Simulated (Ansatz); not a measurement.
Species: C$_{3}$H$_{3}$N$_{2}$, net charge 0, doublet state. It need not be the lowest isomer of its formula. SMILES: [nH]1nc[c]c1
Structure (B3LYP-D3(BJ)/def2-TZVP (Ansatz, a program for electronic structure) minimum search):
```xyz
8

C      0.2122    -1.1759     0.2878
C      1.1826    -0.2068     0.0185
N      0.5801     0.9516    -0.2540
N     -0.7387     0.7028    -0.1548
C     -1.0180    -0.5844     0.1746
H      2.2563    -0.2783     0.0062
H     -1.3854     1.4538    -0.3243
H     -2.0211    -0.9533     0.2949
```
Charge 0, spin multiplicity 2.

Parts of the frozen-core correlation energy in STO-3G (Ansatz, hartree). Frozen orbitals: 5; correlated occupied orbitals by spin: 13 and 12; virtual: 10 and 11. Open shells are spin-unrestricted. No spin-orbit coupling. Non-relativistic.

```
term                            value
-------------------------  ----------
reference (HF)             -221.32247
MP2 opposite-spin                 [?]
MP2 same-spin                     [?]
CCSD correlation                  [?]
(T)                          -0.00938
T1 diagnostic                   0.053
largest doubles amplitude       0.118
<S^2> of the reference          1.333
```

### Question
Fill in the missing entries.

### Answer

- MP2 opposite-spin, value: -0.17600
- MP2 same-spin, value: -0.04706
- CCSD correlation, value: -0.30501
